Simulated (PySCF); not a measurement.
**How methods differ on the excitation energy of Ce**

Ce [Xe] 4f1 5d1 6s2 (high-spin determinant) → Ce [Xe] 4f1 5d3 (high-spin determinant), as a difference of total energies. All numbers are calculated (PySCF 2.14, scalar relativity by spin-free X2C-1e, in x2c-TZVPPall). Correlated levels: valence: [Kr] 4d10 frozen; valence and next inner shell: [Ar] 3d10 frozen. The calculations carry no spin-orbit coupling.

```
                                method  excitation energy (eV)
                                   UHF                   1.141
                                   LDA                   1.174
                                   PBE                   0.902
                                  PBE0                   0.904
                                r2SCAN                   0.643
                         MP2 (valence)                   1.597
                     SCS-MP2 (valence)                   1.863
    MP2 (valence and next inner shell)                   1.687
SCS-MP2 (valence and next inner shell)                   1.929
```

How much does correlation contribute at MP2 (valence and next inner shell)?

1.687 − (1.141) = 0.546 eV, measured against UHF.

The determinant of the upper state and of the lower state mixes LS terms, which raises its energy above the lowest term, most at the Hartree-Fock and MP2 levels.
